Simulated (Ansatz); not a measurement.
Ideal-gas functions of `OB(Cl)O[SiH3]` at 400 K and 1 bar, from an Ansatz frequency run at PBE0-D4/def2-TZVP.

Molar mass 110.38 g/mol, point group Cs (symmetry number 1), electronic degeneracy 1, moments of inertia 66.115, 330.895, 391.055 u Å². Harmonic wavenumbers (cm⁻¹, unscaled): 66, 89, 102, 284, 404, 545, 598, 632, 725, 748, 838, 951, 955, 969, 1037, 1258, 1475, 2243, 2248, 2262, 3901.

Use S(trans) = R[1.5 ln M + 2.5 ln T − 1.1517]; rotational temperatures θ = 24.2544 K / I; S(rot) = R[ln(√π/σ · √(T³/θAθBθC)) + 1.5]; for each mode x = 1.438777 ν̃/T, S = R[x/(eˣ − 1) − ln(1 − e⁻ˣ)] and H = RT x/(eˣ − 1); 1 cm⁻¹ = 0.0119627 kJ/mol; R = 8.31446 J/(mol·K).

Question: By hand: the entropy, in J/(mol·K).

Answer: Translation 173.6. Rotation: θ = 0.3669, 0.0733, 0.062 K, giving 118.5. Vibration, mode by mode: 20.29, 17.82, 16.70, 8.49, 5.90, 3.93, 3.38, 3.07, 2.36, 2.21, 1.71, 1.24, 1.22, 1.17, 0.96, 0.50, 0.26, 0.02, 0.02, 0.02, 0.00, in all 91.3. Electronic 0.0. Sum 383.4 J/(mol·K).

Question: By hand: H − E and G − E in kJ/mol, counted from the electronic energy.

Answer: Zero-point energy ½ × 22330 × 0.0119627 = 133.6; thermal vibration 18.4; translation, rotation and pV give 4 RT = 13.3. H − E = 165.3 kJ/mol, and G − E = 165.3 − 400 × 383.4/1000 = 11.9 kJ/mol.

Vibration gives 24 % of the entropy, 54.8 J/(mol·K) of it from the modes under 150 cm⁻¹: soft modes count most, and the harmonic formula is weakest for them. The sum counts one conformer and one mirror image; others add a mixing term.
